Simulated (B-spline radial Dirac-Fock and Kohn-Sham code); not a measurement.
**Cu²⁺: non-radiative channels of the 1s vacancy**

System: the Cu²⁺ ion in the configuration [Ar] 3d9.

Level of theory: independent-particle radiative and Coulomb Auger rates from relativistic LDA hole-state orbitals, with Dirac-Fock energies; a radial finite-basis atomic code. Kinetic energies are configuration averages from the vacuum level; the two-hole energies are estimated from single-hole states.

```
transition  kinetic energy (eV)  width (meV)  share (%)
    K-L1L1               6681.7         51.0        6.3
    K-L1L2               6834.8         60.2        7.5
    K-L1L3               6855.3          107       13.3
    K-L2L2               6963.4         11.0        1.4
    K-L2L3               6989.5          264       32.7
    K-L3L3               7008.7          146       18.0
    K-L1M1               7694.0         13.7        1.7
    K-L1M2               7739.9         7.87        1.0
    K-L1M3               7742.7         14.0        1.7
    K-L2M1               7840.2         6.96        0.9
    K-L3M1               7860.2         12.4        1.5
    K-L2M2               7888.1         2.73        0.3
    K-L2M3               7889.4         29.7        3.7
    K-L3M2               7906.7         29.6        3.7
    K-L3M3               7910.2         33.2        4.1
    K-L3M4               7987.5         2.60        0.3
    K-L3M5               7988.2         2.51        0.3
    K-M2M3               8768.0         3.37        0.4
```

For K holes below about Z = 40 intermediate coupling redistributes the KLL shares among these jj groups. The listed channels hold 99 % of the non-radiative rate. Summed by principal shells, of 0.808 eV in all: KLL 79.1 %, KLM 19.7 %, KMM 1.2 %.

Values without a named source are computed, but for edge energies of neutral atoms, which are taken from tables.
